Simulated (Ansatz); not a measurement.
`F/C=C/F` and `F/C=C/C(F)=C\F` differ in one atom or group.

Ansatz, PBE0-D4/def2-TZVP geometries, multiplicity 1. Each molecule was computed in one conformer, which needn't be the lowest.

| property | `F/C=C/F` |
| --- | --- |
| LUMO energy (PBE0/def2-TZVPP) / eV | 0.27 |
| size of the dipole moment (ωB97M-V/def2-TZVPP) / D | 0.00 |
| HOMO energy (B3LYP/def2-TZVPP) / eV | -7.35 |
| HOMO energy (PBE0/def2-TZVPP) / eV | -7.56 |
| HOMO–LUMO gap (PBE/def2-TZVPP) / eV | 5.44 |
| HOMO–LUMO gap (ωB97M-V/def2-TZVPP) / eV | 12.32 |

(1) Give the same properties after the change, and the shifts. (Best estimate.)

## Answers

(1) Computed: 
```
                                          property  `F/C=C/C(F)=C\F`  shift
                LUMO energy (PBE0/def2-TZVPP) / eV             -1.07  -1.34
size of the dipole moment (ωB97M-V/def2-TZVPP) / D              0.85   0.85
               HOMO energy (B3LYP/def2-TZVPP) / eV             -6.66   0.69
                HOMO energy (PBE0/def2-TZVPP) / eV             -6.84   0.72
               HOMO–LUMO gap (PBE/def2-TZVPP) / eV              3.74  -1.70
           HOMO–LUMO gap (ωB97M-V/def2-TZVPP) / eV              9.97  -2.35
```

With PBE0 the HOMO rises by 0.72 eV and the LUMO falls by 1.34 eV, so the gap narrows by about 2.06 eV. PBE moves the HOMO by 0.51 eV and ωB97M-V by 0.90 eV. The zero-point energy changes by 68.6 kJ/mol with +12 modes.

B3LYP here is the variant with VWN-RPA as its local correlation; programs differ in this.
